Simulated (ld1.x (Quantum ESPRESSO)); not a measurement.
**Building the TM semilocal potential for hydrogen (H) (PBE, scalar-relativistic).**

* Element: hydrogen (H)
* Generator: ld1.x (Quantum ESPRESSO) 7.5
* Type: norm-conserving Troullier–Martins (semilocal form)
* Functional: PBE
* Relativity: scalar-relativistic
* Frozen core: none
* Valence charge: 1
* Reference configuration: 1s0.5 (charge +0.5)
* Partial waves: 1s (bound): rc 1.00 bohr; 2p channel at -0.1 Ry: rc 0.85 bohr
* Local potential: the p channel
* Core correction: none

**Question.** Does the generator finish with these settings?

**Answer.** Yes, a potential is produced and its reference levels are reproduced.

**Question.** Estimate the cutoffs (Ry, on a coarse ladder) from which the occupation-weighted sum of valence levels, in a spherical-Bessel basis at the reference potential, stays within 10 and 1 mRy of its value at 400 Ry.

**Answer.** 21 Ry and 45 Ry.
